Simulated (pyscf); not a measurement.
# HO–Ta(OH)(OH)(OH)–F (SMILES [OH][Ta]([OH])([OH])([OH])[F]), singlet

Gas-phase minimum from PySCF at ωB97X-D3(BJ)/def2-SVP, one conformer. 

SMILES: [OH][Ta]([OH])([OH])([OH])[F]
```xyz
10

O     -2.3714    -0.3032     0.6302
Ta    -0.4957     0.0011     0.4083
O      0.4707     0.9477     1.7620
O     -0.7234     1.5134    -0.6745
O      0.4644    -0.9842    -0.9210
F     -0.2534    -1.5580     1.5366
H     -2.7136    -1.0357     1.1555
H      0.8003     0.5067     2.5536
H     -0.8309     2.2943    -1.2153
H      0.7948    -1.8757    -0.7604
```

Bond lengths (Å): O1–Ta2 1.913, O1–H7 0.964, Ta2–O3 1.914, Ta2–O4 1.874, Ta2–O5 1.913, Ta2–F6 1.940, O3–H8 0.964, O4–H9 0.956, O5–H10 0.964. Bond angles (°): Ta2–O1–H7 122.1, O1–Ta2–O3 119.5, O1–Ta2–O4 94.4, O1–Ta2–O5 119.4, O1–Ta2–F6 85.8, O3–Ta2–O4 94.1, O3–Ta2–O5 119.5, O3–Ta2–F6 85.6, O4–Ta2–O5 94.3, O4–Ta2–F6 179.7, O5–Ta2–F6 85.8, Ta2–O3–H8 121.8, Ta2–O4–H9 179.0, Ta2–O5–H10 122.2.

Properties at ωB97X-D3(BJ)/def2-SVP:

```json
{
  "harmonic_wavenumbers_unscaled": "94, 94, 177, 177, 225, 264, 265, 350, 401, 401, 424, 427, 579, 582, 593, 600, 707, 708, 739, 785, 3922, 3922, 3927, 4037 cm⁻¹",
  "zero_point_energy": "34.9 kcal/mol",
  "rotational_symmetry_number": "3",
  "Entropy of this conformer at 298 K and 1 atm, rigid rotor and harmonic oscillator, modes under 100 cm⁻¹ raised to 100": "388.0 J/(mol K)",
  "dipole_moment": "0.22 D"
}
```

Single-point totals, which compare only within one level:

| level | total energy (hartree) |
|---|---|
| ωB97X-D3(BJ)/def2-TZVP | -460.73045 |
| PBE/def2-TZVP | -460.27814 |
| r²SCAN/def2-TZVP | -460.50488 |
| B3LYP-D3(BJ)/def2-TZVP | -460.68527 |
| PBE0-D3(BJ)/def2-TZVP | -460.22338 |
| M06-2X/def2-TZVP | -460.38993 |
| ωB97M-D3(BJ)/def2-TZVP | -460.68518 |

Soft torsions are taken as harmonic, which can shift the entropy by several J/(mol K). Elements past Kr carry the def2 core potentials, without spin-orbit coupling.
